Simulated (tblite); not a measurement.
Species: C3H7FSSi2.
SMILES with atom numbers: `[CH3:1][C:2]1=[C:3]([F:4])[SiH2:5][Si@H:6]1[SH:7]` (hydrogens: H8, H9, H10 on C1; H11, H12 on Si5; H13 on Si6; H14 on S7)

Structure optimised with GFN2-xTB, isolated species.

Task: What internal coordinates does the optimisation give?

Result: 
| bond | length (Å) | order |
| --- | --- | --- |
| C1–C2 | 1.486 | single |
| C2=C3 | 1.342 | double |
| C3–F4 | 1.355 | single |
| C3–Si5 | 1.905 | single |
| Si5–Si6 | 2.343 | single |
| Si6–S7 | 2.166 | single |
| C2–Si6 | 1.908 | single |
| C1–H8, C1–H9, C1–H10 | 1.090 | single |
| Si5–H11 | 1.466 | single |
| Si5–H12 | 1.463 | single |
| Si6–H13 | 1.460 | single |
| S7–H14 | 1.324 | single |

Bonds in one row agree within 0.01 Å and their mean is given. Orders are formal, as drawn. A selection of angles:
| angle | degrees |
| --- | --- |
| C2–C1–H8 | 111.2 |
| C2–C1–H9 | 110.0 |
| H8–C1–H9 | 109.0 |
| H9–C1–H10 | 107.5 |
| C1–C2–C3 | 127.4 |
| C1–C2–Si6 | 130.9 |
| C3–C2–Si6 | 101.7 |
| C2–C3–F4 | 123.4 |
| C2–C3–Si5 | 108.8 |
| F4–C3–Si5 | 127.7 |
| C3–Si5–Si6 | 72.8 |
| C3–Si5–H11 | 113.1 |
| C3–Si5–H12 | 113.5 |
| Si6–Si5–H11 | 122.7 |
| Si6–Si5–H12 | 120.6 |
| H11–Si5–H12 | 108.8 |
| Si5–Si6–S7 | 121.1 |
| Si5–Si6–H13 | 129.6 |
| S7–Si6–H13 | 100.0 |
| C2–Si6–Si5 | 76.7 |
| C2–Si6–S7 | 113.0 |
| C2–Si6–H13 | 114.8 |
| Si6–S7–H14 | 96.7 |

Dihedral angles: C1–C2–C3–F4 -1° (synperiplanar); C2–C3–Si5–Si6 1° (synperiplanar); C3–Si5–Si6–S7 -110° (anticlinal); C1–C2–Si6–Si5 180° (antiperiplanar); H14–S7–Si6–Si5 42° (synclinal).

Of the pairs four or more bonds apart, F4···H8 is among the closest relative to their van der Waals radii: 2.62 Å, 98 % of the sum of Bondi's values. The C–C distances run from 1.342 Å (C2=C3, drawn double) to 1.486 Å (C1–C2, drawn single), a spread of 0.144 Å. Si5 (SiH2 silicon) has angles from 72.8° to 122.7°. Si6 (SiH silicon) has angles from 76.7° to 129.6°. The 4-membered ring C2–C3–Si5–Si6 has internal angles of 72.8° to 108.8°; it is planar, 0.00 Å rms from its mean plane, widest ring torsion 1°.

Point group: C1 (no symmetry element, even within 0.4 Å). Its GFN2-xTB frequencies are all real (lowest 69 cm⁻¹). One conformer, not necessarily the lowest (Si5–Si6–S7–H 42°).

All values are computed, not measured.
